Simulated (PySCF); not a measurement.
Interval between two levels of Cd by level of theory

Cd [Kr] 4d10 5s2 → Cd [Kr] 4d10 5s1 5p1 [3P2, M_J = 2], as a difference of total energies. Calculation: PySCF 2.14, in x2c-TZVPall-2c with one added diffuse shell each of s, p, d type (9s10p8d1f, 86 functions); the two-component X2C-1e Hamiltonian. Correlated levels: [Ar] 3d10 frozen; the 6 highest virtual spinors dropped. "Screened" scales the spin-orbit matrix elements by Boettger's factors to mimic the two-electron term; Breit and QED terms are absent.

Problem. Order these methods by the interval between two levels they give, lowest first.
A. GMP2 (screened spin-orbit)
B. GHF (screened spin-orbit)
C. GMP2 (spin-free)
D. GHF (spin-free)

Solution. D (20493 cm⁻¹), B (20999 cm⁻¹), C (29117 cm⁻¹), A (29661 cm⁻¹).

The spin-free rows relax to the high-spin LS determinant and lack the spin-orbit shift.

Errors of the correlated levels include the incompleteness of this basis and the frozen core.

The labels give the starting determinants; with spin-orbit coupling the two ends relaxed to ⟨J²⟩ = 0.00, ⟨L²⟩ = 0.02, ⟨S²⟩ = 0.02 and ⟨J²⟩ = 6.01, ⟨L²⟩ = 2.02, ⟨S²⟩ = 2.02.

For comparison: 31827 cm⁻¹ (measured; NIST Handbook of Basic Atomic Spectroscopic Data (Sansonetti and Martin, J. Phys. Chem. Ref. Data 34, 1559 (2005))).
